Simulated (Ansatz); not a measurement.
Input file for Ansatz (a program for electronic structure): R-CCSD(T)/cc-pV(D+d)Z on CH5FOSi (SMILES C[SiH](O)F). Files ending in .json are basis or fitting sets from the Basis Set Exchange.

Ansatz 0.2 input:
```yaml
crystal:
  periodic: [false, false, false]
  atoms:
    - {symbol: C, position_ang: [-1.21079138, 0.30861884, 0.11994683]}
    - {symbol: Si, position_ang: [0.47538295, -0.43102834, -0.02218633]}
    - {symbol: O, position_ang: [1.52352050, 0.78345956, -0.36019150]}
    - {symbol: F, position_ang: [0.87696137, -1.11949309, 1.37411107]}
    - {symbol: H, position_ang: [-1.51782722, 0.75063700, -0.82985603]}
    - {symbol: H, position_ang: [-1.22287455, 1.09232409, 0.87985521]}
    - {symbol: H, position_ang: [-1.94470509, -0.45012792, 0.39782107]}
    - {symbol: H, position_ang: [0.57514697, -1.50979477, -1.02857244]}
    - {symbol: H, position_ang: [2.44518643, 0.57540464, -0.53092788]}
basis:
  gaussian:
    orbitals: cc-pV_D+d_Z.json
magnetization: {spin_polarized: false}
correlation: {method: ccsd_t, electrons: outside_noble_gas}
scf: {lower_state_search: off}
```

Output:

```
WARN ansatz: RAYON_NUM_THREADS=1 ignored (pool sized by the plan → 1); use --threads N
Functional definition: HF
these checks for a lower state are left out or cut short: stability, starts, cluster_reference, orbital_swaps, neighbouring_geometries, increment
integrals: 0.09 GiB planned
859 factors; integrals over basis functions are off by at most 1.3e-3 eV
mean field: 0.23 GiB planned
mean field evaluation 1: about -13715.3674 eV, gradient 4.1e1 eV
mean field evaluation 2: about -13715.4195 eV, gradient 4.1e1 eV
mean field evaluation 4: about -13718.6853 eV, gradient 2.9e0 eV
mean field evaluation 8: about -13718.7192 eV, gradient 1.8e-1 eV
mean field -13718.71934775 eV, -504.1536371479 hartree, gradient 7.9e-7 eV, S^2 0.000000; 0 other end points of the search recorded, 0 dependent functions left out
8 core orbitals not correlated
reference -13718.71934775 eV, -504.1536371479 hartree; 13, 13 occupied and 69, 69 virtual orbitals, 859 factors
second order -16.82013301 eV of doubles, -0.00000000 eV of singles
coupled cluster: 0.29 GiB planned
cycle   1  -17.27527486 eV  change   -4.6e-1 eV  update   8.7e-2
cycle   2  -17.65482820 eV  change   -3.8e-1 eV  update   2.4e-2
cycle   3  -17.75193688 eV  change   -9.7e-2 eV  update   1.2e-2
cycle   4  -17.74818404 eV  change    3.8e-3 eV  update   2.5e-3
cycle   5  -17.74760182 eV  change    5.8e-4 eV  update   9.2e-4
cycle   6  -17.74784740 eV  change   -2.5e-4 eV  update   2.7e-4
cycle   7  -17.74773402 eV  change    1.1e-4 eV  update   8.6e-5
cycle   8  -17.74770280 eV  change    3.1e-5 eV  update   2.6e-5
perturbative correction -0.36130336 eV, -0.0132776535 hartree
Total energy: -13736.82835391 eV, -504.8191308497 hartree
Checks for a lower state left out: stability, starts, cluster_reference, orbital_swaps, neighbouring_geometries, increment
```

Self-consistency was reached.

Cost: about 6 core-seconds (a rough figure).
